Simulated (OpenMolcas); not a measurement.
# Zr III: effect of the IPEA shift

* Program: OpenMolcas 26.06
* Basis: ANO-RCC-VTZP [7s6p4d2f1g]
* Scalar Hamiltonian: DKH2, point nucleus
* Active space: 2 electrons in 6 orbitals (4d 5s)
* State averaging: 2S+1 = 3 even, 15 roots; 2S+1 = 1 even, 21 roots
* Spin-orbit coupling: RASSI with atomic mean-field integrals over the reference wave functions, term energies averaged over their components

Methods on the same reference wave functions:
A. CASSCF
B. MS-CASPT2, IPEA 0 Eh, imaginary shift 0.1 Eh (closed shells correlated: 4s 4p)
C. MS-CASPT2, IPEA 0.25 Eh, imaginary shift 0.1 Eh (closed shells correlated: 4s 4p)

Energies in cm⁻¹ above 4d² ³F₂, the measured ground level; measured values from Moore, Atomic Energy Levels, vol. II, NSRDS-NBS 35 (1971 reprint of NBS Circular 467, 1952); NIST levels as listed in Rynkun, Gaigalas and Jonsson, Astron. Astrophys. 637, A10 (2020).

| Level | A | B | C | Measured |
| --- | --- | --- | --- | --- |
| 4d² ³F₂ | 0.0 | 0.0 | 0.0 | 0.0 |
| 4d² ³F₃ | 685 | 700 | 701 | 681 |
| 4d² ³F₄ | 1512 | 1524 | 1525 | 1486 |
| 4d² ¹D₂ | 7163 | 5650 | 5600 | 5742 |
| 4d² ³P₀ | 10340 | 8140 | 8630 | 8062 |
| 4d² ³P₁ | 10599 | 8410 | 8910 | 8326 |
| 4d² ³P₂ | 11102 | 8940 | 9410 | 8838 |
| 4d² ¹G₄ | 13928 | 11860 | 11670 | 11049 |
| 4d 5s ³D₁ | 18979 | 18840 | 18500 | 18399 |
| 4d 5s ³D₂ | 19377 | 19220 | 18890 | 18803 |
| 4d 5s ³D₃ | 20030 | 19890 | 19560 |  |
| 4d 5s ¹D₂ | 29060 | 25170 | 24910 | 25066 |
| 4d² ¹S₀ | 30689 | 23790 | 23970 | 23979 |
| 5s² ¹S₀ | 56694 | 50160 | 49970 | 48507 |

Deviations, from unrounded energies. A percentage is the sum of absolute deviations over the sum of measured energies, with the sign that they share, or ± where signs differ.

| Against measurement | Levels | A | B | C |
| --- | --- | --- | --- | --- |
| mean absolute deviation (cm-1) | 12 | 2600 | 340 | 360 |
| fine structure of the ground term (%) | 2 | +1.3 | +2.6 | +2.7 |
| other terms of the ground configuration (%) | 6 | +27.0 | ±2.1 | ±3.8 |
| other configurations (%) | 4 | +12.0 | +2.4 | ±1.6 |

B lies closest to measurement on these levels and A furthest from it. The largest miss of B in the table is 5s² ¹S₀, by +1700 cm-1. The ranking rests on the paired levels alone, and a cruder setting can come out closer through cancelling errors.

Between B and C the level of the table that moves most is 4d² ³P₁, by 490 cm-1 (lowest in B, highest in C). Moves below CASPT2's spread within the term are not significant.

The mean deviations of B to C differ by less than CASPT2's widest spread within a term (750 cm-1), so their order carries little weight.

From A to B the spin-free energies of the other terms of 4d² shown, above ³F, scale by factors of 0.76 to 0.84, as is usual when dynamic correlation screens the repulsion within a d or f shell.

The lowest spin-free term lies below A's lowest term by 0.262 hartree in B, 0.257 hartree in C.

CASPT2 breaks the degeneracy within a term, and the mean is taken; among the terms shown or strongly mixed into the levels shown the widest spread is 750 cm-1 (4d² ¹G, B). A single d shell beside an s shell can misplace configurations of different d count against each other. Without dynamic correlation excited terms often stand tens of per cent too high (terms of higher spin than the ground term too low), and those without a measured partner can miss by more than the paired ones (holds for A). Measured partners are found by configuration, term and J. A level has none where our copy of the source lacks it or the pairing is in doubt (some pairs that miss far off the trend of their configuration count as doubtful), and it then counts in no deviation. Levels of configurations outside the active space are missing.
